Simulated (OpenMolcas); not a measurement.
## Ce3+ in BaF2: curves along the breathing mode

Ce3+ with its 8 nearest fluoride ions, on the Ba site of BaF2 (a = 6.2001 Å, distance in the model lattice 2.685 Å). The rest of the host is ab initio model potentials to 7.6 Å and point charges beyond; the distance is set by hand and nothing relaxes, and no local charge compensation is placed. Ligand basis ANO-RCC-VDZP.

```json
{
  "Program": "OpenMolcas",
  "Method": "CASSCF",
  "Basis": "ANO-RCC-VDZP [7s6p4d2f1g]",
  "Scalar Hamiltonian": "DKH2, point nucleus",
  "Active space": "1 electron in 7 orbitals (4f)",
  "State averaging": "2S+1 = 2 odd, 7 roots",
  "Spin-orbit coupling": "RASSI with atomic mean-field integrals over the reference wave functions"
}
```

Spin-free energies (labels of O, the rotations of Oh) in cm-1 above the lowest fitted minimum, as all ligands move together:

```json
{"R (Å)": "2.367", "2T2": "1500", "2T1": "1590", "2A2": "3460"}
{"R (Å)": "2.423", "2T2": "-20", "2T1": "40", "2A2": "1660"}
{"R (Å)": "2.478", "2T2": "940", "2T1": "980", "2A2": "2390"}
{"R (Å)": "2.534", "2T2": "4050", "2T1": "4070", "2A2": "5300"}
{"R (Å)": "2.59", "2T2": "9000", "2T1": "9000", "2A2": "10080"}
{"R (Å)": "2.646", "2T2": "15530", "2T1": "15520", "2A2": "16480"}
{"R (Å)": "2.701", "2T2": "23280", "2T1": "23270", "2A2": "24110"}
```

Cubic fits give the following; the wavenumber is harmonic, with the mass of all moving ligands, small differences in it between states hang on the degree of the fit, a number in brackets counts states of one label, and the table is a selection of at most 14 states with clean curves.

| State | R0 (Å) | Breathing mode (cm-1) | Minimum (cm-1) |
| --- | --- | --- | --- |
| 2T2 | 2.428 | 414 | 0 |
| 2T1 | 2.428 | 414 | 50 |
| 2A2 | 2.434 | 415 | 1640 |

For an f ion spin-orbit coupling outweighs the ligand field, so these spin-free curves are not those of observable levels.

No measured value stands beside these numbers.
